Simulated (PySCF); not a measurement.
The vertical singlet excitations below were computed for one of the candidates. Level of theory: PySCF 2.14.0, density-fitted response routines, TDDFT wB97X-D/def2-SVPD, vertical, gas phase, core orbitals frozen in the response. Geometries: GFN2-xTB, one conformer each.

```
state  E (eV)       f
   S1    5.76  0.0074
   S2    6.23  0.0039
   S3    6.37   0.011
   S4    6.51   0.022
   S5    6.76   0.033
   S6    7.25   0.033
   S7    7.33   0.080
   S8    7.37   0.073
```

Orbital energies (eV): HOMO-3 -10.81, HOMO-2 -10.46, HOMO-1 -10.34, HOMO -9.61, LUMO 0.75, LUMO+1 1.38, LUMO+2 1.68.

Question: Which structure fits? All have the formula C2H10OSi4.
A. `O=CC[SiH]1[SiH2][SiH2][SiH2]1`
B. `C#C[Si@@H](O[SiH3])[SiH2][SiH3]`
C. `C#C[Si]([SiH3])([SiH3])O[SiH3]`

Answer: B. Its S1, at 5.76 eV, is the highest among the candidates; the nearest of the others has S1 at 5.38 eV. S1 is HOMO→LUMO (64%), HOMO-2→LUMO (10%). Löwdin shares by element: HOMO silicon 37% or more, oxygen 14%, carbon 11% or more (atoms not listed hold the other 38%); LUMO silicon 37% or more, carbon 24% (atoms not listed hold the other 38%). At the same level the other candidates give, for their lowest levels:
- `C#C[Si]([SiH3])([SiH3])O[SiH3]`: 5.38 eV (f 0.025); 6.06 eV (f 0.121); 6.13 eV (f 0.007); 6.30 eV (f 0.005); 6.49 eV (f 0.007); T1 4.90 eV; HOMO -9.31, LUMO 0.59 eV
- `O=CC[SiH]1[SiH2][SiH2][SiH2]1`: 4.28 eV (f 0.002); 4.81 eV (f 0.002); 5.41 eV (f 0.004); 5.46 eV (f 0.004); 5.81 eV (f 0.008); T1 3.80 eV; HOMO -9.15, LUMO 0.18 eV

Conformer computed: `[CH:1]#[C:2][Si@@H:3]([O:4][SiH3:5])[SiH2:6][SiH3:7]`: C2–Si3–O4–Si5 54°, C2–Si3–Si6–Si7 57°.
Triplets come from the Tamm–Dancoff approximation.
